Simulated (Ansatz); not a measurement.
Total energies of H$_{3}$InOZn, SMILES `[OH][InH][ZnH]`.

Cartesian coordinates in Å:
```
O -1.4851 -1.1274 0.2154
In -0.0409 0.1973 0.6488
Zn 1.4237 0.6438 -1.4367
H -2.0543 -1.3232 0.9631
H -0.1488 0.6993 2.3083
H 2.3054 0.9103 -2.6990
```

Total charge 0; spin multiplicity 1. For Zn the d shell is correlated and the shells below it are frozen. Correlated methods include outer-core shells of In, which these sets cover unevenly. Scalar relativity is left out up to krypton. In takes the def2 core potential. Geometry: relaxed with PBE0-D4/def2-TZVP. It is one conformer, not always the lowest. Basis def2-TZVPP, Ansatz 0.2.0.

RPA on PBE orbitals: Hartree–Fock energy of these orbitals -2043.57941 Eh, correlation -1.44849 Eh (frozen core).

```json
{"functional": "LDA (SPW92)", "energy without D4 (Eh)": "-2042.82715", "D4 term (kJ/mol)": "–"}
{"functional": "PBE", "energy without D4 (Eh)": "-2046.24938", "D4 term (kJ/mol)": "-9.1"}
{"functional": "revPBE", "energy without D4 (Eh)": "-2046.50590", "D4 term (kJ/mol)": "-21.8"}
{"functional": "r2SCANh", "energy without D4 (Eh)": "-2046.57956", "D4 term (kJ/mol)": "-2.3"}
{"functional": "r2SCAN0", "energy without D4 (Eh)": "-2046.52839", "D4 term (kJ/mol)": "-2.6"}
{"functional": "HSE06 (plane-wave form)", "energy without D4 (Eh)": "-2046.25677", "D4 term (kJ/mol)": "-7.4"}
{"functional": "BHLYP", "energy without D4 (Eh)": "-2046.43407", "D4 term (kJ/mol)": "-14.1"}
{"functional": "ωB97X-V", "energy without D4 (Eh)": "-2046.37884", "D4 term (kJ/mol)": "–"}
{"functional": "B2PLYP", "energy without D4 (Eh)": "-2046.05191", "D4 term (kJ/mol)": "–"}
{"functional": "PBE-QIDH", "energy without D4 (Eh)": "-2045.79961", "D4 term (kJ/mol)": "–"}
```

(1) Give the same for BLYP, r2SCAN, B97M-V, PBE0, B3LYP, CAM-B3LYP, LC-ωPBE, ωB97M-V. (Best estimate.)

B3LYP takes the VWN-RPA correlation (the form of Gaussian; ORCA's B3LYP/G). HSE06 is the plane-wave form, built on full-range PBE exchange. The double hybrids freeze the cores in their second-order part.

Results:

(1) Ansatz gave: 
```tsv
functional	energy without D4 (Eh)	D4 term (kJ/mol)
BLYP	-2046.62836	-18.9
r2SCAN	-2046.61510	-2.1
B97M-V	-2046.22144	–
PBE0	-2046.26349	-7.8
B3LYP	-2046.72168	-14.8
CAM-B3LYP	-2046.66369	-8.2
LC-ωPBE	-2046.35240	–
ωB97M-V	-2046.41704	–
```

LC-ωPBE has ω = 0.4 bohr⁻¹.
